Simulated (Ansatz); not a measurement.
BiIO. The state is a singlet with charge 0. Geometry B3LYP-D4/def2-TZVP, basis def2-TZVP, Ansatz.

Cartesian coordinates in Å:
```
Bi -0.796 -1.906 0.600
O 1.109 1.169 -0.850
I -0.312 0.737 0.250
```

```tsv
run	HOMO (eV)	LUMO (eV)
A	-7.04	-3.37
B	-5.13	-4.71
C	-4.91	-4.66
D	-5.85	-4.21
```

In the def2 sets Bi, I take a core potential; there is no spin–orbit coupling. Another isomer (singlet) lies 3.05 eV lower at PBE0-D4/def2-TZVP; other spin states weren't run for this one.

**Question.** The runs used CAM-B3LYP, PBE, PBE0, r2SCAN. Estimate which is which.

**Answer.** A CAM-B3LYP (range-separated); B r2SCAN (0 % exact exchange); C PBE (0 % exact exchange); D PBE0 (25 % exact exchange). Exact exchange lowers occupied and raises empty levels; among semilocal functionals meta-GGAs tend to open the gap a little, and such runs are hard to tell apart. The gap grows from 0.25 eV (PBE) to 3.67 eV (CAM-B3LYP). The restricted singlet is unstable towards broken spin symmetry in Hartree–Fock (as tested in another run); at CAM-B3LYP-D4/def2-TZVP, r2SCAN-D4/def2-TZVP, PBE-D4/def2-TZVP, PBE0-D4/def2-TZVP this wasn't settled.
